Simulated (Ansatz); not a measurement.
Steps of a relaxation of `F[B@H-]1[Br+][B@H-](F)[Br+]1` with RKS PBE0-D4/def2-TZVP.

```sh
$ ansatz run in.yaml --threads 8 --pin off --events-out ev --progress --plain --max-ram 18278MiB
```

```yaml
crystal:
  periodic: [false, false, false]
  atoms:
    - {symbol: F, position_ang: [0.884620, -1.038240, 1.643330]}
    - {symbol: B, position_ang: [1.101360, 0.021470, 0.885110]}
    - {symbol: Br, position_ang: [0.948400, -0.584120, -1.146140]}
    - {symbol: B, position_ang: [-1.087690, -0.025760, -0.869030]}
    - {symbol: F, position_ang: [-1.487640, 0.733260, -1.866850]}
    - {symbol: Br, position_ang: [-0.682460, 1.173220, 0.842160]}
    - {symbol: H, position_ang: [2.047960, 0.682000, 1.076330]}
    - {symbol: H, position_ang: [-1.724550, -0.961830, -0.564920]}
basis:
  gaussian: {orbitals: def2-TZVP}
hamiltonian: {xc: pbe0, dispersion: d4}
relax: {f_tol: 0.005, max_steps: 150}
```

Positions (Å) and forces (eV/Å) along the path, 16 of 16 steps:

```xyz
8
step=1 energy=-146895.6104 eV
F     0.885   -1.038    1.643   -0.036   -0.409    0.334
B     1.101    0.021    0.885   -0.244   -0.268    0.024
Br    0.948   -0.584   -1.146    0.225   -0.110   -0.233
B    -1.088   -0.026   -0.869    0.047    0.125   -0.079
F    -1.488    0.733   -1.867   -0.111    0.358   -0.409
Br   -0.682    1.173    0.842   -0.122    0.268    0.194
H     2.048    0.682    1.076    0.332    0.441   -0.115
H    -1.725   -0.962   -0.565   -0.090   -0.405    0.284
8
step=2 energy=-146895.6484 eV
F     0.928   -1.067    1.704   -0.116    0.101   -0.187
B     1.073   -0.020    0.897    0.254   -0.042    0.244
Br    0.958   -0.612   -1.157   -0.041   -0.019    0.021
B    -1.078    0.003   -0.887   -0.166   -0.043   -0.102
F    -1.488    0.760   -1.891    0.091    0.094   -0.009
Br   -0.701    1.177    0.867   -0.022   -0.041   -0.009
H     2.003    0.710    1.016    0.006    0.040   -0.033
H    -1.694   -0.951   -0.549   -0.005   -0.089    0.075
8
step=3 energy=-146895.6564 eV
F     0.921   -1.064    1.695   -0.014    0.095   -0.093
B     1.091   -0.010    0.904    0.083   -0.080    0.133
Br    0.952   -0.610   -1.150    0.010   -0.031   -0.018
B    -1.092   -0.005   -0.891   -0.077   -0.005   -0.063
F    -1.484    0.766   -1.894    0.045    0.012    0.027
Br   -0.699    1.169    0.863   -0.027    0.010    0.028
H     2.025    0.715    1.029   -0.040    0.003   -0.033
H    -1.713   -0.961   -0.556    0.019   -0.004    0.020
8
step=4 energy=-146895.6576 eV
F     0.924   -1.062    1.697    0.008    0.070   -0.057
B     1.094   -0.010    0.905    0.033   -0.052    0.075
Br    0.950   -0.617   -1.149   -0.002   -0.024   -0.001
B    -1.096   -0.007   -0.892   -0.029    0.028   -0.047
F    -1.475    0.773   -1.892    0.019   -0.024    0.035
Br   -0.702    1.164    0.867   -0.017   -0.008    0.016
H     2.025    0.721    1.023   -0.030   -0.008   -0.019
H    -1.720   -0.963   -0.559    0.017    0.017   -0.002
8
step=5 energy=-146895.6602 eV
F     0.979   -1.045    1.727    0.009   -0.010    0.016
B     1.102   -0.008    0.911   -0.009   -0.013    0.003
Br    0.930   -0.666   -1.126    0.002   -0.006   -0.012
B    -1.102   -0.005   -0.900   -0.008   -0.007    0.000
F    -1.436    0.806   -1.890    0.003    0.012   -0.008
Br   -0.726    1.118    0.894   -0.010    0.008    0.003
H     2.012    0.750    0.987    0.016    0.018   -0.002
H    -1.759   -0.950   -0.603   -0.003   -0.002   -0.001
8
step=6 energy=-146895.6607 eV
F     1.071   -1.022    1.782   -0.003    0.115   -0.108
B     1.116   -0.010    0.923    0.013   -0.013    0.030
Br    0.899   -0.736   -1.091   -0.021   -0.013    0.031
B    -1.117   -0.004   -0.913   -0.013    0.043   -0.042
F    -1.377    0.858   -1.887    0.020   -0.085    0.088
Br   -0.758    1.049    0.929    0.002   -0.037    0.001
H     1.994    0.795    0.933   -0.044   -0.066    0.017
H    -1.828   -0.930   -0.676    0.046    0.056   -0.017
8
step=7 energy=-146895.6616 eV
F     1.056   -1.020    1.768    0.010    0.025   -0.010
B     1.111   -0.006    0.916    0.007   -0.019    0.016
Br    0.902   -0.736   -1.095   -0.015    0.021    0.020
B    -1.110   -0.003   -0.907   -0.040    0.003   -0.041
F    -1.377    0.852   -1.882    0.014   -0.030    0.041
Br   -0.760    1.054    0.932    0.021   -0.018   -0.022
H     1.994    0.790    0.936   -0.020   -0.012   -0.001
H    -1.816   -0.931   -0.667    0.023    0.031   -0.004
8
step=8 energy=-146895.6620 eV
F     1.073   -1.015    1.777    0.002   -0.002    0.003
B     1.113   -0.007    0.919    0.001    0.004   -0.002
Br    0.896   -0.746   -1.087    0.001   -0.002    0.000
B    -1.114   -0.003   -0.911    0.000   -0.001    0.002
F    -1.368    0.859   -1.882    0.000    0.001   -0.002
Br   -0.763    1.041    0.935   -0.001    0.000    0.002
H     1.989    0.796    0.928   -0.001   -0.001   -0.001
H    -1.826   -0.926   -0.679   -0.001    0.001   -0.002
8
step=9 energy=-146895.6622 eV
F     1.098   -1.006    1.790   -0.005    0.017   -0.018
B     1.115   -0.007    0.920    0.011    0.000    0.008
Br    0.886   -0.768   -1.076   -0.004   -0.002    0.005
B    -1.116   -0.002   -0.914    0.007    0.006    0.000
F    -1.349    0.873   -1.878    0.000   -0.006    0.006
Br   -0.773    1.020    0.947    0.000   -0.007   -0.001
H     1.981    0.807    0.911   -0.008   -0.009    0.002
H    -1.842   -0.918   -0.699   -0.002    0.002   -0.002
8
step=10 energy=-146895.6622 eV
F     1.121   -0.997    1.800    0.000    0.020   -0.019
B     1.118   -0.005    0.921    0.002   -0.011    0.014
Br    0.877   -0.788   -1.066   -0.002    0.000    0.001
B    -1.119   -0.002   -0.916    0.005    0.010   -0.002
F    -1.331    0.886   -1.875    0.003   -0.016    0.015
Br   -0.782    0.999    0.957   -0.001   -0.001   -0.001
H     1.975    0.818    0.897   -0.010   -0.009   -0.003
H    -1.858   -0.911   -0.718    0.004    0.007   -0.005
8
step=11 energy=-146895.6623 eV
F     1.131   -0.992    1.804   -0.004    0.016   -0.017
B     1.117   -0.005    0.921    0.008   -0.009    0.014
Br    0.873   -0.798   -1.061   -0.003   -0.001    0.001
B    -1.119   -0.002   -0.916    0.003    0.007   -0.004
F    -1.322    0.892   -1.872    0.001   -0.011    0.011
Br   -0.786    0.990    0.962   -0.002   -0.003   -0.001
H     1.970    0.823    0.888   -0.006   -0.005   -0.001
H    -1.864   -0.907   -0.727    0.002    0.005   -0.003
8
step=12 energy=-146895.6623 eV
F     1.141   -0.987    1.808   -0.002    0.006   -0.007
B     1.118   -0.004    0.921    0.006   -0.007    0.011
Br    0.868   -0.808   -1.056   -0.001   -0.001   -0.001
B    -1.119   -0.001   -0.916   -0.002    0.002   -0.003
F    -1.312    0.897   -1.869    0.001   -0.004    0.004
Br   -0.791    0.980    0.968   -0.001    0.000    0.000
H     1.965    0.828    0.880   -0.002    0.001   -0.002
H    -1.871   -0.903   -0.736    0.001    0.002   -0.001
8
step=13 energy=-146895.6623 eV
F     1.152   -0.983    1.813   -0.001    0.004   -0.004
B     1.119   -0.004    0.921    0.004   -0.005    0.007
Br    0.864   -0.818   -1.051    0.001   -0.001   -0.002
B    -1.119   -0.001   -0.917   -0.002    0.000   -0.003
F    -1.303    0.903   -1.866    0.000   -0.002    0.003
Br   -0.795    0.970    0.973   -0.002    0.001    0.000
H     1.961    0.833    0.872   -0.001    0.001   -0.001
H    -1.877   -0.900   -0.745    0.001    0.002    0.001
8
step=14 energy=-146895.6623 eV
F     1.170   -0.975    1.821   -0.001    0.006   -0.007
B     1.120   -0.004    0.921    0.003   -0.001    0.006
Br    0.857   -0.836   -1.042   -0.005    0.002    0.001
B    -1.119   -0.001   -0.918   -0.010    0.005   -0.004
F    -1.287    0.913   -1.862    0.005   -0.007    0.005
Br   -0.804    0.953    0.982    0.004    0.000    0.001
H     1.953    0.841    0.858   -0.003   -0.003    0.000
H    -1.889   -0.892   -0.759    0.007    0.001   -0.003
8
step=15 energy=-146895.6623 eV
F     1.171   -0.974    1.821    0.000    0.005   -0.004
B     1.120   -0.003    0.921    0.002   -0.004    0.003
Br    0.856   -0.837   -1.041    0.001    0.001    0.001
B    -1.120    0.000   -0.918   -0.004    0.000   -0.008
F    -1.286    0.914   -1.862    0.001   -0.004    0.007
Br   -0.804    0.952    0.983    0.001   -0.001   -0.002
H     1.953    0.842    0.857   -0.003   -0.002    0.001
H    -1.889   -0.892   -0.761    0.003    0.004    0.002
8
step=16 energy=-146895.6623 eV
F     1.169   -0.975    1.820    0.000    0.003   -0.003
B     1.120   -0.004    0.921    0.001   -0.002    0.003
Br    0.857   -0.835   -1.043    0.001    0.000    0.000
B    -1.120    0.000   -0.918   -0.004    0.001   -0.004
F    -1.288    0.912   -1.862    0.001   -0.003    0.004
Br   -0.803    0.954    0.981    0.000    0.000    0.000
H     1.953    0.841    0.859   -0.001   -0.001    0.000
H    -1.888   -0.893   -0.759    0.002    0.002    0.000
```

It took 60 s on 8 threads of an Arm Neoverse V1 on a shared host, with 0.86 GiB of host memory at the peak.
